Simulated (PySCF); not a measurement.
**C9H6N: g tensor and hyperfine couplings**

C₉H₆N (doublet state).
Geometry (GFN2-xTB, Å), atoms numbered from 1 in this order:
```
atom  x, y, z in Å
C1    -3.4904    1.7596   -1.3297
C2    -2.2489    1.4559   -0.9182
C3    -1.8300    0.1405   -0.5533
C4    -2.7201   -0.9399   -0.6037
N5    -3.4476   -1.8311   -0.6423
C6    -0.5457   -0.1232   -0.1371
C7     0.5960   -0.3624    0.2350
C8     1.8505   -0.6127    0.6426
C9     2.9843   -0.8362    1.0113
C10    4.3265   -1.1057    1.4489
H11   -4.2572    1.0066   -1.4091
H12   -3.7614    2.7662   -1.5942
H13   -1.4910    2.2260   -0.8450
H14    4.9026   -1.5431    0.6322
H15    4.3130   -1.8086    2.2827
H16    4.8119   -0.1828    1.7686
```

The hyperfine couplings belong to this conformer and change with its torsions.

Identity: `C=C[C](C#N)C#CC#CC` [radical].

Level of theory: PySCF, UKS B3LYP, pcH-1 on C H N, non-relativistic, mean-field spin-orbit, GIAO. Geometry: GFN2-xTB, one conformer, isolated molecule. The geometry wasn't refined by DFT: couplings that depend on bond lengths, twists or pyramidal angles can differ widely from those at the functional's own minimum. Stability of the SCF solution: not tested. ⟨S²⟩ is 0.786 where a pure state has 0.75.

- g1, g2, g3: 2.00220, 2.00285, 2.00339
- g_iso: 2.00281
- Form of g: rhombic: the two nearest values differ by 45 % of g3 − g1
- ⟨S²⟩: 0.7857 (exact 0.7500)
- α and β electrons: 34, 33
- HOMO–LUMO gap, α and β orbitals: 4.68, 3.47 eV
- Basis functions: 310

Isotropic coupling and dipolar principal values T1 to T3, in MHz:

```
atom  isotope  a_iso     T1     T2    T3  Mulliken spin population
  C1      13C   31.2  -30.3  -29.0  59.3                      0.40
  C2      13C  -35.9  -20.8    8.8  12.0                     -0.18
  C3      13C   46.1  -40.1  -39.6  79.7                      0.48
  C4      13C  -35.3  -10.0   -0.3  10.3                     -0.11
  N5      14N    4.1   -8.5   -6.4  14.9                      0.18
  C6      13C  -48.7  -16.5   -0.9  17.4                     -0.20
  C7      13C   30.8  -30.0  -21.0  51.1                      0.34
  C8      13C  -33.4  -10.1   -0.8  10.9                     -0.12
  C9      13C   20.6  -21.1  -12.9  34.0                      0.24
 C10      13C   -8.8   -0.6    0.2   0.4                     -0.02
 H11       1H  -24.0  -12.0   -1.5  13.5                     -0.02
 H12       1H  -25.2  -14.6   -0.6  15.1                     -0.02
 H13       1H    8.6   -3.1   -1.7   4.9                      0.01
 H14       1H   35.9   -1.6   -0.9   2.5                      0.01
 H15       1H   18.6   -1.4   -1.1   2.4                      0.01
 H16       1H    8.3   -1.3   -1.1   2.4                      0.00
```

Largest spin populations (Mulliken): C3 (+0.48), C1 (+0.40), C7 (+0.34) and C9 (+0.24). Five atoms exceed +0.15. The positive populations add up to 1.66 and the negative ones to -0.66, together 2S = 1.

The SMILES `C=C[C](C#N)C#CC#CC` draws the unpaired electron on C3, whose computed spin population is only +0.48.

Axes: g2 points within 6° of the C3–C4 bond.

Under fast tumbling the dipolar parts average out, and these isotropic splittings remain: 1 × 1H (H12, I = 1/2, 2 lines) with 0.90 mT, 1 × 1H (H11, I = 1/2, 2 lines) with 0.85 mT, 3 × 1H (H14/H15/H16, I = 1/2, 4 lines) with 0.75 mT, 1 × 1H (H13, I = 1/2, 2 lines) with 0.31 mT and 1 × 14N (N5, I = 1, 3 lines) with 0.14 mT.

Class means assume fast exchange of nuclei equivalent by connectivity; if that motion is slow, each nucleus keeps its own coupling. The three 1H nuclei of mean +20.9 MHz run from 8.3 to 35.9 MHz in the frozen geometry.

The 13C coupling of C6 (-48.7 MHz) shows only in satellite lines or after enrichment, since that isotope makes up about 1.07 % of natural carbon.

β density exceeds α density at some nuclei, such as C6 (-0.0433), C2 (-0.0319) and C4 (-0.0314), spin density in bohr⁻³. In a single determinant that takes different orbitals for the two spins, that is spin polarisation.
